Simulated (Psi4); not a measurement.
C3H10NSi, doublet, geometry from GFN2-xTB; MP2/6-31G* in Psi4.

Here is a job for Psi4.
```
memory 2 GB

molecule mol {
0 2
  C    -1.031683    1.416279    0.432621
  C    -0.754856   -0.062696    0.719371
  C    -1.953369   -0.939370    0.299189
  N     0.410218   -0.579824    0.171197
  Si    1.706782   -0.022106   -0.737866
  H    -1.943080    1.736507    0.931810
  H    -1.142005    1.566304   -0.638693
  H    -0.202817    2.025988    0.782822
  H    -0.655485   -0.187403    1.815154
  H    -1.736187   -1.983718    0.503025
  H    -2.845940   -0.642735    0.843436
  H    -2.126752   -0.821501   -0.767295
  H     2.890106   -0.513650   -0.022572
  H     1.579082   -0.715978   -2.029784
  H     1.856060    1.419164   -0.993246
}

set basis 6-31g*
set reference uhf
set freeze_core true
set mp2_type conv
set scf_type pk
set puream true
set d_convergence 1e-8

energy('mp2')
print_variables()
```

Question: What does Psi4 print? Leave out banner, timings and long lists.

Answer: 
```
   => Loading Basis Set <=

    Name: 6-31G*
    Role: ORBITAL
    Keyword: BASIS

         ---------------------------------------------------------
                                   SCF
               by Justin Turney, Rob Parrish, Andy Simmonett
                          and Daniel G. A. Smith
                              UHF Reference
         ---------------------------------------------------------

  ==> Geometry <==

    Molecular point group: c1
    Full point group: C1

    Geometry (in Angstrom), charge = 0, multiplicity = 2:

       Center              X                  Y                   Z               Mass
    ------------   -----------------  -----------------  -----------------  -----------------
         C           -1.080003907350     1.437509355335     0.437206449466    12.000000000000
         C           -0.803176907350    -0.041465644665     0.723956449466    12.000000000000
         C           -2.001689907350    -0.918139644665     0.303774449466    12.000000000000
         N            0.361897092650    -0.558593644665     0.175782449466    14.003074004430
         SI           1.658461092650    -0.000875644665    -0.733280550534    27.976926534650
         H           -1.991400907350     1.757737355335     0.936395449466     1.007825032230
         H           -1.190325907350     1.587534355335    -0.634107550534     1.007825032230
         H           -0.251137907350     2.047218355335     0.787407449466     1.007825032230
         H           -0.703805907350    -0.166172644665     1.819739449466     1.007825032230
         H           -1.784507907350    -1.962487644665     0.507610449466     1.007825032230
         H           -2.894260907350    -0.621504644665     0.848021449466     1.007825032230
         H           -2.175072907350    -0.800270644665    -0.762709550534     1.007825032230
         H            2.841785092650    -0.492419644665    -0.017986550534     1.007825032230
         H            1.530761092650    -0.694747644665    -2.025198550534     1.007825032230
         H            1.807739092650     1.440394355335    -0.988660550534     1.007825032230

  Running in c1 symmetry.

  Rotational constants: A =      0.23666  B =      0.07610  C =      0.06362 [cm^-1]
  Rotational constants: A =   7094.93150  B =   2281.35178  C =   1907.38192 [MHz]
  Nuclear repulsion =  233.813756823866953

  Charge       = 0
  Multiplicity = 2
  Electrons    = 49
  Nalpha       = 25
  Nbeta        = 24

  ==> Algorithm <==

[...]
  @UHF Final Energy:  -462.74693605178771
    Total Energy =                       -462.7469360517877135
  DIE_IF_NOT_CONVERGED          => (empty)
[...]
  WFN                           => (empty)
  WFN_TYPE                      => OMP2            !
  WRITER_FILE_LABEL             => (empty)
  ZORA_BASIS_TOLERANCE          => (empty)
  ZORA_NR_DEBUG                 => (empty)
  ZORA_PRUNING_SCHEME           => (empty)
  ZORA_RADIAL_POINTS            => (empty)
  ZORA_SPHERICAL_POINTS         => (empty)

 ==============================================================================
 ==============================================================================
 ==============================================================================

                             MP2
                    Program Written by Ugur Bozkaya,
              Additional Contributions by J. P. Misiewicz

 ==============================================================================
 ==============================================================================
 ==============================================================================

	MO spaces per irreps...

	IRREP   FC   AOCC  BOCC  AVIR    BVIR  FV
	==========================================
	   A     9    16    15    69     70     0
	==========================================

	Computing MP2 energy using SCF MOs (Canonical MP2)...
	==============================================================================
	Nuclear Repulsion Energy (a.u.)    :   233.81375682386695
	SCF Energy (a.u.)                  :  -462.74693605178771
	REF Energy (a.u.)                  :  -462.74693605178771
	Alpha-Alpha Contribution (a.u.)    :    -0.07437353200911
	Alpha-Beta Contribution (a.u.)     :    -0.45873234878541
	Beta-Beta Contribution (a.u.)      :    -0.06394621162831
	Scaled_SS Correlation Energy (a.u.):    -0.04610658121248
	Scaled_OS Correlation Energy (a.u.):    -0.55047881854249
	SCS-MP2 Total Energy (a.u.)        :  -463.34352145154270
	SOS-MP2 Total Energy (a.u.)        :  -463.29741487033021
	SCSN-MP2 Total Energy (a.u.)       :  -462.99037880058961
	SCS-MP2-VDW Total Energy (a.u.)    :  -463.40327333005172
	SOS-PI-MP2 Total Energy (a.u.)     :  -463.38916134008730
	MP2 Correlation Energy (a.u.)      :    -0.59705209242284
	MP2 Total Energy (a.u.)            :  -463.34398814421053
	==============================================================================

  Variable Map:
  ----------------------------------------------------------------------------
[...]
  Array Variable Map:
  ----------------------------------------------------------------------------
[...]
[...]
```
